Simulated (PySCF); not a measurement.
**Electronic absorption of 4-bromobenzoic acid**

Species: 4-bromobenzoic acid, C7H5BrO2.
SMILES with atom numbers: `[O:1]=[C:2]([OH:3])[c:4]1[cH:5][cH:6][c:7]([Br:8])[cH:9][cH:10]1` (hydrogens: H11 on O3; H12 on C5; H13 on C6; H14 on C9; H15 on C10)

Theory: PySCF, TDDFT wB97X-D/def2-SVPD, vertical, gas phase, core orbitals frozen in the response. One conformer (not necessarily the lowest) at the PBE0-D3(BJ)/def2-SVP geometry, without solvent, vibrations or thermal averaging. Relativistic effects, spin–orbit coupling among them, are left out although an element past zinc is present. Torsions of this conformer, `[O:1]=[C:2]([OH:3])[c:4]1[cH:5][cH:6][c:7]([Br:8])[cH:9][cH:10]1`: O1–C2–C4–C5 -1°, H–O3–C2–O1 0°.

What does the calculation give for the low-lying excited states?

| state | E (eV) | ν̃ (cm⁻¹) | f | symmetry | main configurations (H = HOMO, L = LUMO) |
| --- | --- | --- | --- | --- | --- |
| S1 | 5.09 | 41020 | 0.0092 | A′ | H-1→L (61%), H→L+1 (35%) |
| S2 | 5.23 | 42180 | 0.0010 | – | H-2→L (60%), H-3→L (26%) |
| S3 | 5.30 | 42770 | 0.396 | A′ | H→L (90%) |
| S4 | 5.99 | 48280 | 0.0002 | – | H→L+2 (82%) |
| S5 | 6.34 | 51130 | 0.181 | A′ | H→L+1 (60%), H-1→L (36%) |
| S6 | 6.44 | 51970 | 0.0000 | – | H-3→L (62%), H-2→L (28%) |

The lowest singlet lies at 5.09 eV (244 nm, ultraviolet) and is weak; its leading configuration is HOMO-1→LUMO (61%). The strongest level in the table is S3 at 5.30 eV (234 nm, f = 0.396). Löwdin shares by element: HOMO carbon 41% or more, bromine 34% (atoms not listed hold the other 26%); LUMO carbon 44% or more, oxygen 11% or more (atoms not listed hold the other 44%). Orbital energies (eV): HOMO-3 -10.56, HOMO-2 -10.43, HOMO-1 -9.85, HOMO -9.20, LUMO -0.19, LUMO+1 0.80, LUMO+2 1.39. Weighted by f, the mean energy of these states is 5.62 eV. The listed states span 1.36 eV, and the widest gap between neighbours is 0.68 eV (S3 to S4). No computed singlet lies in the visible range (380 to 750 nm); the lowest, at 244 nm, stands 1.82 eV above its violet end (3.26 eV). Symmetry labels in Cs follow from the direction of the transition dipole and are given only for states with f of 0.002 or more. Only the lowest 6 singlets were computed, as vertical energies without vibronic structure.
